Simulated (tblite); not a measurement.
Record of a relaxation.

C2H2Cl2F4Ga2.
Bonds: F1–C2, C2–F3, C2–C4 (double), C4–F5, C4–Ga6, Ga6–F7, Ga6–Cl8, Cl8–Ga9, Ga9–Cl10, Ga6–Cl10. Hydrogens: H11, H12 on Ga9.
Bond orders are those of one Lewis drawing.

Computed with GFN2-xTB (tblite), gas phase: L-BFGS steps from a force-field or distance-geometry start until the largest atomic force falls under 0.01 eV/Å. 7 of its 132 geometries are shown.

Step 0: E = -976.9435 eV, largest atomic force 2.109 eV/Å
```
atom  x, y, z in Å  |  force x, y, z in eV/Å
F1     -3.767   -0.860    1.091    1.729  -0.657  -0.893
C2     -2.518   -0.763    0.551   -0.063   0.788   0.257
F3     -1.891   -1.888    0.095   -1.058   1.072   0.550
C4     -1.871    0.422    0.488   -1.800  -0.882   0.657
F5     -2.580    1.473    1.004    0.766  -0.329  -0.437
Ga6    -0.074    0.607   -0.252    0.078   0.384  -0.429
F7      0.156    1.802   -1.546   -0.210  -0.267   0.251
Cl8     1.017   -1.270   -0.634   -0.180  -0.746  -0.555
Ga9     2.829   -0.179    0.030    1.070   0.032  -0.318
Cl10    1.469    1.011    1.308    0.097   0.658   0.654
H11     3.337    0.703   -1.193   -0.069  -0.140   0.249
H12     3.895   -1.058    0.795   -0.359   0.087   0.012
```

Step 22: E = -977.4233 eV, largest atomic force 0.176 eV/Å
```
atom  x, y, z in Å  |  force x, y, z in eV/Å
F1     -3.764   -1.030    0.983   -0.008  -0.003  -0.016
C2     -2.558   -0.697    0.590    0.016  -0.077  -0.014
F3     -1.888   -1.754    0.093    0.011  -0.100  -0.032
C4     -1.897    0.444    0.626   -0.137  -0.045   0.089
F5     -2.462    1.573    1.068    0.072   0.094   0.065
Ga6    -0.094    0.468   -0.215   -0.006   0.048  -0.048
F7     -0.155    1.661   -1.488   -0.024   0.031  -0.135
Cl8     1.121   -1.298   -0.904   -0.017   0.134   0.055
Ga9     2.921   -0.141   -0.009    0.068  -0.054  -0.048
Cl10    1.538    1.202    1.190    0.054   0.020  -0.004
H11     3.587    0.691   -1.153    0.001  -0.113   0.135
H12     3.652   -1.120    0.957   -0.029   0.066  -0.048
```

Step 44: E = -977.5098 eV, largest atomic force 0.180 eV/Å
```
atom  x, y, z in Å  |  force x, y, z in eV/Å
F1     -3.709   -1.085    0.987    0.051  -0.019  -0.016
C2     -2.518   -0.718    0.577    0.033   0.005   0.001
F3     -1.908   -1.694   -0.120    0.006   0.063   0.000
C4     -1.834    0.396    0.778    0.019   0.003  -0.035
F5     -2.367    1.440    1.430    0.093  -0.034   0.031
Ga6    -0.145    0.619   -0.292   -0.102  -0.081   0.042
F7     -0.598    1.544   -1.705    0.043   0.062  -0.054
Cl8     1.153   -1.073   -1.029   -0.053  -0.036   0.012
Ga9     2.953   -0.175    0.047   -0.008  -0.137   0.116
Cl10    1.627    1.495    0.851   -0.064   0.016   0.010
H11     3.961    0.431   -0.950    0.052   0.040  -0.069
H12     3.385   -1.179    1.165   -0.072   0.117  -0.039
```

Step 66: E = -977.5829 eV, largest atomic force 0.087 eV/Å
```
atom  x, y, z in Å  |  force x, y, z in eV/Å
F1     -3.409   -1.291    1.121   -0.022   0.027  -0.011
C2     -2.389   -0.707    0.542    0.003   0.040  -0.025
F3     -2.021   -1.357   -0.585    0.004  -0.047  -0.022
C4     -1.671    0.360    0.847    0.011   0.017   0.022
F5     -1.929    1.117    1.921    0.060  -0.042  -0.022
Ga6    -0.204    0.674   -0.489   -0.063   0.054   0.027
F7     -0.698    1.555   -1.916   -0.005  -0.037   0.010
Cl8     1.071   -1.089   -1.052    0.012  -0.050   0.024
Ga9     2.779   -0.170    0.156    0.026   0.015  -0.007
Cl10    1.567    1.728    0.471    0.006  -0.004   0.028
H11     3.982    0.110   -0.781   -0.013   0.015  -0.006
H12     2.924   -0.930    1.504   -0.020   0.012  -0.018
```

Step 87: E = -977.6004 eV, largest atomic force 0.067 eV/Å
```
atom  x, y, z in Å  |  force x, y, z in eV/Å
F1     -3.500   -1.179    1.020    0.000   0.009   0.017
C2     -2.425   -0.645    0.495    0.021   0.024  -0.004
F3     -2.127   -1.211   -0.699   -0.007   0.025  -0.011
C4     -1.589    0.294    0.902   -0.051  -0.043   0.002
F5     -1.728    0.944    2.064   -0.025  -0.010  -0.002
Ga6    -0.184    0.620   -0.481   -0.016   0.010  -0.024
F7     -0.775    1.378   -1.941    0.015  -0.033   0.026
Cl8     1.101   -1.166   -0.966   -0.015   0.013  -0.011
Ga9     2.781   -0.122    0.173    0.011  -0.011   0.003
Cl10    1.541    1.772    0.420    0.034  -0.029   0.018
H11     3.967    0.186   -0.769    0.030   0.007  -0.038
H12     2.940   -0.871    1.522    0.003   0.039   0.026
```

Step 109: E = -977.6097 eV, largest atomic force 0.025 eV/Å
```
atom  x, y, z in Å  |  force x, y, z in eV/Å
F1     -3.625   -1.083    0.940    0.004  -0.003  -0.014
C2     -2.506   -0.602    0.457    0.006   0.009   0.000
F3     -2.213   -1.137   -0.750    0.008   0.006   0.004
C4     -1.626    0.266    0.926    0.002  -0.025  -0.002
F5     -1.762    0.872    2.110   -0.011   0.010   0.006
Ga6    -0.175    0.562   -0.419    0.005   0.011   0.010
F7     -0.745    1.262   -1.911   -0.008   0.009   0.003
Cl8     1.141   -1.207   -0.881    0.004  -0.009   0.010
Ga9     2.860   -0.099    0.147    0.004  -0.017  -0.012
Cl10    1.541    1.722    0.499    0.005   0.003  -0.014
H11     3.969    0.240   -0.882   -0.020   0.003  -0.001
H12     3.141   -0.797    1.503    0.001   0.004   0.009
```

Step 131: E = -977.6126 eV, largest atomic force 0.005 eV/Å
```
atom  x, y, z in Å  |  force x, y, z in eV/Å
F1     -3.639   -1.088    0.871    0.003   0.001  -0.002
C2     -2.504   -0.597    0.436    0.004   0.003   0.000
F3     -2.168   -1.119   -0.768   -0.003  -0.001   0.002
C4     -1.640    0.263    0.946   -0.003   0.000  -0.001
F5     -1.822    0.858    2.130    0.001  -0.001  -0.002
Ga6    -0.170    0.567   -0.379   -0.005  -0.002   0.001
F7     -0.748    1.282   -1.863    0.001  -0.001   0.002
Cl8     1.117   -1.238   -0.800    0.001   0.003   0.002
Ga9     2.870   -0.108    0.134    0.002  -0.001  -0.002
Cl10    1.569    1.732    0.472    0.000   0.001   0.000
H11     3.935    0.198   -0.949   -0.002   0.000   0.001
H12     3.201   -0.751    1.507   -0.001   0.000   0.000
```

Task: Summarise the path.

Result: The energy falls by 64.56 kJ/mol from step 0 to step 131; nine tenths of that is first reached at step 51. It never rises by more than 0.2 meV. The largest force goes from 2.109 to 0.005 eV/Å. Among the bonds Cl8–Ga9 changes most, from 2.217 to 2.285 Å; the atoms move by 0.833 Å rms after alignment.

Task: Follow the three bonds and two angles with the largest change from start to end.

Result: 
| step | E above end (kJ/mol) | largest force (eV/Å) | Cl8–Ga9 (Å) | Ga9–Cl10 (Å) | F1–C2 (Å) | C2–C4–Ga6 (°) | F1–C2–C4 (°) |
| --- | --- | --- | --- | --- | --- | --- | --- |
| 0 | 64.56 | 2.109 | 2.217 | 2.212 | 1.364 | 122.8 | 121.3 |
| 6 | 29.98 | 0.498 | 2.325 | 2.319 | 1.317 | 122.2 | 128.6 |
| 11 | 24.38 | 0.416 | 2.292 | 2.277 | 1.312 | 121.7 | 131.9 |
| 17 | 20.84 | 0.204 | 2.302 | 2.279 | 1.311 | 117.8 | 131.8 |
| 23 | 17.84 | 0.268 | 2.325 | 2.278 | 1.312 | 116.9 | 132.2 |
| 28 | 14.93 | 0.382 | 2.288 | 2.268 | 1.311 | 115.0 | 131.4 |
| 34 | 12.70 | 0.145 | 2.308 | 2.288 | 1.313 | 116.9 | 132.6 |
| 40 | 10.96 | 0.159 | 2.278 | 2.304 | 1.312 | 117.5 | 131.0 |
| 46 | 9.27 | 0.190 | 2.283 | 2.269 | 1.312 | 115.6 | 131.1 |
| 51 | 6.22 | 0.330 | 2.303 | 2.279 | 1.312 | 114.4 | 133.2 |
| 57 | 4.27 | 0.147 | 2.289 | 2.274 | 1.311 | 113.7 | 132.0 |
| 63 | 3.19 | 0.113 | 2.290 | 2.273 | 1.312 | 111.7 | 132.7 |
| 68 | 2.68 | 0.102 | 2.284 | 2.276 | 1.310 | 111.7 | 133.1 |
| 74 | 2.24 | 0.090 | 2.276 | 2.274 | 1.311 | 111.6 | 132.2 |
| 80 | 1.93 | 0.072 | 2.281 | 2.278 | 1.311 | 111.3 | 132.7 |
| 85 | 1.37 | 0.109 | 2.282 | 2.272 | 1.309 | 110.9 | 133.2 |
| 91 | 1.00 | 0.085 | 2.286 | 2.276 | 1.310 | 109.6 | 133.1 |
| 97 | 0.60 | 0.051 | 2.288 | 2.275 | 1.311 | 110.1 | 132.7 |
| 103 | 0.37 | 0.037 | 2.280 | 2.284 | 1.310 | 110.2 | 132.8 |
| 108 | 0.28 | 0.021 | 2.289 | 2.275 | 1.310 | 110.0 | 132.7 |
| 114 | 0.15 | 0.049 | 2.287 | 2.276 | 1.311 | 109.8 | 132.9 |
| 120 | 0.05 | 0.034 | 2.285 | 2.280 | 1.310 | 109.0 | 132.8 |
| 125 | 0.01 | 0.017 | 2.285 | 2.278 | 1.310 | 109.0 | 133.0 |
| 131 | 0.00 | 0.005 | 2.285 | 2.279 | 1.310 | 108.9 | 133.0 |

What follows is the cost of the whole relaxation. The run took 1.4 s of wall time on one thread of an Arm Neoverse V1, no GPU, shared host with 32 logical CPUs at a one-minute load of 24.
